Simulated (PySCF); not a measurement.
1-chloro-2,2-difluoropropane (C3H5ClF2), SMILES CC(F)(F)CCl. Atoms are numbered in the order given.

```xyz
11

C     -1.7364    -0.1873     0.0351
C     -0.4653     0.6179    -0.0818
F     -0.1245     1.1094     1.1417
F     -0.6835     1.7007    -0.8922
C      0.7415    -0.1004    -0.6749
Cl     1.1804    -1.5492     0.2508
H     -1.5746    -1.0442     0.7015
H     -2.5229     0.4587     0.4498
H     -2.0471    -0.5479    -0.9557
H      1.5921     0.5940    -0.6667
H      0.5205    -0.3962    -1.7086
```

Coordinates come from a ωB97X-D3(BJ)/def2-SVP optimisation. The values are those of a single conformer.

Two levels are set side by side: PBE/pcSseg-1 (PySCF) and KT2/pcSseg-1 (PySCF). GIAO shifts against CFCl3 (¹⁹F), HCl (³⁵Cl), TMS (¹H), TMS (¹³C) at the same level; non-relativistic, no solvent, atoms listed together averaged. Without spin–orbit terms, shifts of atoms bonded to Cl or Br come out too high at both levels. Differences are taken from unrounded values.

```json
[
 {"quantity": "δ(¹³C) of C1 (ppm)", "KT2": "23.2"},
 {"quantity": "δ(¹³C) of C2 (ppm)", "KT2": "128.0"},
 {"quantity": "δ(¹³C) of C5 (ppm)", "KT2": "53.4"},
 {"quantity": "δ(³⁵Cl) of Cl6 (ppm)", "KT2": "76.3"}
]
```

**Question.** What does PBE give, and how far is it from KT2? (The exact figures need the calculation; the answer reports its results.)

**Answer.** 
```json
[
 {"quantity": "δ(¹³C) of C1 (ppm)", "PBE": "24.2", "PBE minus KT2": "0.9"},
 {"quantity": "δ(¹³C) of C2 (ppm)", "PBE": "132.8", "PBE minus KT2": "4.8"},
 {"quantity": "δ(¹³C) of C5 (ppm)", "PBE": "55.3", "PBE minus KT2": "1.9"},
 {"quantity": "δ(³⁵Cl) of Cl6 (ppm)", "PBE": "84.9", "PBE minus KT2": "8.5"}
]
```

Rough cost on one machine, each run with all the roots and properties that it gave: KT2 against PBE within a factor of 2.
